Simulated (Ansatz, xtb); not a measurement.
**Relaxing a trial structure of CH2ClSn**

The starting geometry of this gas-phase doublet has its atoms placed at random.

```yaml
atoms:
  - { symbol: C, position_ang: [-1.1849, 0.0157, 0.1057] }
  - { symbol: Cl, position_ang: [1.3763, -1.2147, 0.1625] }
  - { symbol: Sn, position_ang: [-0.0873, 1.1545, -0.8284] }
  - { symbol: H, position_ang: [0.7926, 0.0422, -0.5001] }
  - { symbol: H, position_ang: [1.0303, -0.8679, -1.4498] }
```

Guess where an optimisation with r2SCAN-D4/def2-SVP ends from this start.

It ends as a structure given below by its coordinates. Distances that change by over a tenth: C1–Sn3 (1.84 → 2.17 Å), Cl2–H5 (1.69 → 3.23 Å). Contacts that open: Cl2–H4 (1.54 → 4.41 Å), Sn3–H4 (1.46 → 2.93 Å). Contacts that close: C1–H4 (2.07 → 1.10 Å), C1–H5 (2.85 → 1.10 Å), Cl2–Sn3 (2.96 → 2.41 Å).

The energy falls by 10.77 eV over 36 steps:

```
step  E − E(last) (eV)
   1            10.768
   5             5.407
   9             3.665
  13             2.954
  17             2.917
  20             2.915
  24             2.822
  28             0.856
  32             0.012
  36             0.000
```

Final geometry (Å):

```yaml
atoms:
  - { symbol: C, position_ang: [-0.1137, -0.1084, 0.1349] }
  - { symbol: Cl, position_ang: [2.0813, -0.8703, -2.2395] }
  - { symbol: Sn, position_ang: [0.5358, 0.8920, -1.6747] }
  - { symbol: H, position_ang: [-0.8727, 0.2966, 0.8215] }
  - { symbol: H, position_ang: [0.2961, -1.0802, 0.4477] }
```

From the same start GFN2-xTB ends elsewhere, differing in C1–Cl2 (1.80 against 3.32 Å here).

From so rough a start the end depends on the optimiser's path, so another program may land elsewhere. No frequencies were run, so the end isn't proven a minimum. Open shells are spin-unrestricted. Atoms past krypton carry core potentials, without spin–orbit terms. Run with Ansatz 0.2.0, 4.8 min on 1 thread of Intel(R) Xeon(R) Platinum 8259CL CPU @ 2.50GHz (Skylake/Cascade Lake) (shared host).
